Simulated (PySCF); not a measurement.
**P4S4: core ionisation energies**

Species: P4S4 realgar, P₄S₄.
Bonds: P1–S2, P1–P5, P1–S8, S2–P3, P3–S4, P3–P7, S4–P5, P5–S6, S6–P7, P7–S8.

Method: delta-SCF UKS SCAN, pcX-2 on the ionised atom, pcseg-1 elsewhere, spin-free X2C in PySCF 2.14.0. These are vertical core ionisation energies against the vacuum level, from separate self-consistent calculations with and without the core hole.

**Question.** Give the core binding energies atom by atom.

**Answer.** 
```
    atom(s)  bonded to    level  binding energy (eV)  2p1/2 (eV)  count
P1/P3/P5/P7  2 S and P  P 2p3/2               137.54      138.43      4
P1/P3/P5/P7  2 S and P     P 1s              2151.19           –      4
S2/S4/S6/S8        2 P     S 1s              2477.30           –      4
```

**Question.** Which photon wavelength matches the P 1s of P1/P3/P5/P7 threshold?

**Answer.** λ = hc/E = 12398.42 eV Å / 2151.19 eV = 5.764 Å.

The first atom of each set that the bonding makes equivalent was ionised and stands for the set. Not every level is listed. 2p3/2 and 2p1/2 are the ΔSCF energy of one spin-free 2p hole plus the eigenvalues of a spin–orbit and ligand-field matrix of the shell. 2p1/2 minus 2p3/2 (ligand field included): P 0.89 eV. One conformer (not necessarily the lowest) at the PBE0-D3(BJ)/def2-SVP geometry, without solvent, vibrations or thermal averaging.
